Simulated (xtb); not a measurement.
OSn, triplet, at a GFN2-xTB geometry (such geometries of metal compounds can be far from the true shape) (the spin is typed, not shown lowest). Base run: GFN2-xTB (xtb).

Geometry (Å):
```xyz
2

Sn     0.0000     0.0000    -0.2641
O      0.0000     0.0000     1.6507
```
Charge 0, spin multiplicity 3.
All else is at xtb's defaults.
Base energy -6.02019 Eh.

Variants of this job, named by their change:

```
change          ΔE vs base (kcal/mol)  dipole (D)  G_solv (kcal/mol)  SCF cycles
--------------  ---------------------  ----------  -----------------  ----------
base                            0.000        3.88                  -          15
gbsa = chcl3                    -4.56        4.09              -4.90          13
etemp = 10000                  -59.45        3.16                  -          15
alpb = toluene                  -3.19        4.02              -3.34          13
acc = 30                        0.000        3.88                  -          12
acc = 1000                      0.008        3.87                  -           9
```

ALPB and GBSA are two models with their own fitted parameters for each solvent, which aren't always the measured dielectric constant.
